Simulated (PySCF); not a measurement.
C₂H₆F₂OSi, SMILES [SiH3]C(OC)(F)F.

Geometry: PBE-D3(BJ)/def2-SVP. The structure was generated by enumeration, and PubChem lists no compound with its InChIKey, so it may never have been made. Other conformers were not sampled.

All values below come from PBE-D3(BJ)/def2-SVP (PySCF 2.14.0).

Frequencies are harmonic and unscaled.

Estimate the vibrational spectrum. (Estimate from the structure and the level; the computed values follow.)


```csv
mode,ν (cm⁻¹),IR (km/mol),moving atoms (share of kinetic energy)
1,81,1.8,"H 70 %, C 15 %"
2,144,1.8,"H 80 %, C 11 %"
3,147,1.4,"H 64 %, O 14 %, F 11 %, C 8 %"
4,159,1.5,"C 27 %, F 23 %, H 22 %, Si 18 %, O 10 %"
5,204,1.6,"F 71 %, H 14 %"
6,301,13.5,"F 38 %, C 30 %, H 18 %, O 10 %"
7,396,8.2,"Si 56 %, F 16 %, H 11 %, C 10 %"
8,500,8.2,"F 42 %, O 36 %, H 16 %"
9,501,5.1,"F 65 %, O 14 %, H 13 %"
10,618,36.1,"H 72 %, Si 12 %, F 9 %"
11,618,37.9,"H 67 %, F 18 %, Si 11 %"
12,740,6.7,"F 51 %, O 32 %, H 9 %"
13,867,230.7,"H 89 %, Si 8 %"
14,903,11.7,H 93 %
15,905,23.5,H 95 %
16,977,40.0,"C 59 %, O 33 %"
17,993,189.7,"C 71 %, F 22 %"
18,1073,155.9,"C 67 %, H 15 %, F 12 %"
19,1120,0.1,"H 76 %, C 18 %"
20,1169,32.7,"H 57 %, C 25 %, O 18 %"
21,1213,255.4,"C 68 %, O 23 %"
22,1404,11.6,"H 82 %, C 13 %"
23,1406,6.0,H 96 %
24,1431,11.5,H 96 %
25,2186,34.2,H 99 %
26,2204,86.2,H 96 %
27,2204,87.2,H 96 %
28,2975,35.5,H 97 %
29,3067,14.5,"H 90 %, C 10 %"
30,3110,7.3,"H 90 %, C 10 %"
```
